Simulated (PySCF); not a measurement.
**Spin-rotation constants: `C=C/C(C#N)=C\[S@@](C)=O`, C6H7NOS**

Molfile (atoms numbered from 1):
```
C6H7NOS
     RDKit          3D

 16 15  0  0  0  0  0  0  0  0999 V2000
   -2.3226   -1.4385    0.4581 C   0  0  0  0  0  0  0  0  0  0  0  0
   -1.1668   -0.8198    0.6729 C   0  0  0  0  0  0  0  0  0  0  0  0
   -0.8836    0.5383    0.2304 C   0  0  0  0  0  0  0  0  0  0  0  0
   -1.9147    1.2488   -0.4410 C   0  0  0  0  0  0  0  0  0  0  0  0
   -2.7336    1.8286   -0.9939 N   0  0  0  0  0  0  0  0  0  0  0  0
    0.2992    1.1460    0.4089 C   0  0  0  0  0  0  0  0  0  0  0  0
    1.6938    0.3685    1.2700 S   0  0  0  0  0  4  0  0  0  0  0  0
    2.3857   -0.3464   -0.2976 C   0  0  0  0  0  0  0  0  0  0  0  0
    2.5755    1.4704    1.6333 O   0  0  0  0  0  0  0  0  0  0  0  0
   -3.1291   -0.9644   -0.0774 H   0  0  0  0  0  0  0  0  0  0  0  0
   -2.4991   -2.4395    0.8110 H   0  0  0  0  0  0  0  0  0  0  0  0
   -0.3648   -1.3034    1.2133 H   0  0  0  0  0  0  0  0  0  0  0  0
    0.4825    2.1672    0.1102 H   0  0  0  0  0  0  0  0  0  0  0  0
    1.6888   -1.0810   -0.6843 H   0  0  0  0  0  0  0  0  0  0  0  0
    3.3305   -0.8160   -0.0437 H   0  0  0  0  0  0  0  0  0  0  0  0
    2.5508    0.4504   -1.0142 H   0  0  0  0  0  0  0  0  0  0  0  0
  1  2  2  0
  2  3  1  0
  3  4  1  0
  4  5  3  0
  3  6  2  0
  6  7  1  0
  7  8  1  6
  7  9  2  0
  1 10  1  0
  1 11  1  0
  2 12  1  0
  6 13  1  0
  8 14  1  0
  8 15  1  0
  8 16  1  0
M  END
```

Computed, not measured: PySCF 2.14.0, GIAO B97-2/pcSseg-1 magnetisability, rotational g tensor and spin-rotation constants, non-relativistic, gas phase. Geometry: GFN2-xTB.

Give the nuclear spin-rotation constants along the inertial axes (H = +C I·J) beside the isotropic shieldings.

Rotational constants 2.5008, 0.7987, 0.6890 GHz. A star marks the isotopologue with that one atom substituted, in its own axes.
```csv
atom,isotope,Caa (kHz),Cbb (kHz),Ccc (kHz),mean (kHz),σ (ppm)
N5,14N,0.274,0.128,0.155,0.186,-49.3
H10,1H,0.111,-0.038,-0.080,-0.003,25.5
H11,1H,-0.264,0.074,-0.078,-0.089,25.9
H12,1H,0.069,-0.025,-0.081,-0.012,25.4
H13,1H,-0.243,0.098,-0.093,-0.079,24.5
H14,1H,-0.098,-0.059,-0.063,-0.073,30.0
H15,1H,0.015,-0.074,-0.069,-0.043,29.2
H16,1H,-0.313,-0.003,-0.037,-0.118,28.9
C1,13C*,0.867,0.355,0.096,0.440,56.3
C2,13C*,0.909,0.354,0.095,0.453,54.3
C3,13C*,0.886,0.309,0.106,0.433,65.5
C4,13C*,0.376,0.233,0.297,0.302,70.0
C6,13C*,0.963,0.410,0.162,0.512,13.8
S7,33S*,0.941,0.293,0.317,0.517,189.0
C8,13C*,0.494,0.175,0.098,0.256,138.5
O9,17O*,-0.288,-0.061,-0.046,-0.132,292.4
```
For the geometry as given, no vibrational averaging.
